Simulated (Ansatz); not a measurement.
Geometry optimisation, RKS PBE0/def2-SVP (Ansatz 0.2.0).

Input file:

```yaml
crystal:
  periodic: [false, false, false]
  atoms:
    - { symbol: B, position_ang: [-0.10642, 1.25077, -0.16677] }
    - { symbol: C, position_ang: [0.28858, -0.18134, 0.04121] }
    - { symbol: C, position_ang: [0.89868, -0.94874, -0.92416] }
    - { symbol: "N", position_ang: [-0.3123, -0.94125, 1.14729] }
    - { symbol: H, position_ang: [0.50195, 1.9757, -0.89609] }
    - { symbol: H, position_ang: [-1.13989, 1.70378, 0.26389] }
    - { symbol: H, position_ang: [1.45823, -0.28164, -1.64623] }
    - { symbol: H, position_ang: [-0.31178, -1.92965, 0.88919] }
    - { symbol: H, position_ang: [-1.27705, -0.64762, 1.29167] }
total_charge: -1
basis:
  gaussian: { orbitals: def2-SVP }
hamiltonian:
  xc: pbe0
relax:
  f_tol: 0.015
  max_steps: 40
output:
  orbitals: {}
```

Run as:

```bash
$ ansatz run input.yaml --threads 1 --pin off --max-ram 2048MiB --backend cpu --events-out ev --progress --plain --runs-dir out
```

Task: Where does it end, and by what steps?

Result: The run converged. Limits of this set-up: an anion without diffuse functions, the dipole of an ion depends on the origin. After 21 steps the energy has fallen by 0.266 eV; H6 moved furthest, 1.21 Å. Joined: B1–C3.

| step | energy less start (eV) | largest force component (eV/Å) | accepted |
| --- | --- | --- | --- |
| 0 | 0.0000 | 1.173 | yes |
| 1 | -0.0644 | 0.939 | yes |
| 2 | -0.1005 | 0.474 | yes |
| 3 | -0.1297 | 0.567 | yes |
| 4 | -0.1779 | 0.517 | yes |
| 5 | -0.1909 | 0.765 | yes |
| 6 | -0.1861 | 0.567 | no |
| 7 | -0.2151 | 0.457 | yes |
| 8 | -0.2134 | 0.233 | no |
| 9 | -0.2236 | 0.065 | yes |
| 10 | -0.2254 | 0.042 | yes |
| 11 | -0.2276 | 0.070 | yes |
| 12 | -0.2309 | 0.082 | yes |
| 13 | -0.2347 | 0.246 | yes |
| 14 | -0.2437 | 0.235 | yes |
| 15 | -0.2558 | 0.520 | yes |
| 16 | -0.2628 | 0.313 | yes |
| 17 | -0.2627 | 0.293 | no |
| 18 | -0.2653 | 0.044 | yes |
| 19 | -0.2655 | 0.025 | yes |
| 20 | -0.2655 | 0.045 | no |
| 21 | -0.2656 | 0.012 | yes |

```xyz
9
Properties=species:S:1:pos:R:3
B 0.051 1.117 -0.410
C 0.095 -0.296 0.172
C 0.619 -0.668 -1.001
N -0.194 -1.065 1.313
H 0.951 1.946 -0.219
H -0.976 1.582 -0.929
H 0.786 0.225 -1.701
H -0.249 -2.053 1.055
H -1.084 -0.787 1.720
```

The run took 60 s on 1 thread of Arm Neoverse V2 (shared host), peak memory 0.15 GiB.
